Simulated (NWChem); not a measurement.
Species: C₃H₃Br; SMILES C=C=CBr

This build's default masses of Se (78.918 u) and Br (79.917 u) are each other's, which moves their modes by up to 0.6 %.

Q: Give the equilibrium geometry at PBE-D3(BJ)/def2-SVP (NWChem) as an XYZ file, with the point group.

A: point group Cs; any orientation.
```
7

C      0.4562     2.8596     0.0000
C     -0.1784     1.7057     0.0000
C     -0.8159     0.5573     0.0000
Br     0.0861    -1.1267     0.0000
H      0.7321     3.3646    -0.9425
H      0.7321     3.3646     0.9425
H     -1.9127     0.4636     0.0000
```
